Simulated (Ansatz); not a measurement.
A made-up structure of CH₃AlTe, closed shell:

```xyz
6
angstrom
C 0.1057 -0.7535 -0.2751
Al 0.0759 0.9190 0.6689
Te -1.1518 0.7457 -1.4314
H -0.5159 -1.5983 0.0095
H -0.1127 1.2107 2.1487
H 0.5395 1.7519 1.9174
```

It is relaxed with PBE-D4/def2-SVP and then PBE0-D4/def2-TZVP (Ansatz 0.2.0). Atoms count as bonded within 1.22 times the sum of their covalent radii (H–H: 0.88 Å). The end point is not checked to be a true minimum.

Does its bonding change? (Judge from chemistry; the calculation decides.)

By the calculation: No: no bond forms or breaks.

Where it ends: The first stage lowers the energy by 3.88 eV in 14 steps. It ends as CH₃AlTe ([CH]1[AlH2][Te]1):
```
6
angstrom
C -0.1559 -0.5276 -0.0779
Al -0.0015 0.9209 1.2197
Te -1.1928 0.6475 -1.2856
H 0.0520 -1.5504 -0.3781
H -1.0671 0.9723 2.3901
H 1.3060 1.8128 1.1697
```

Labels in which every atom is bracketed show which atoms are joined, not bond orders.

For scale, one of the runs: PBE0-D4/def2-TZVP relaxation, 136 basis functions, launched by `ansatz run in.yaml --threads 2 --pin off --events-out ev --progress --plain --max-ram 4352MiB`. The run took about 19 s on 2 CPU threads of an Arm Neoverse V2 (shared host).
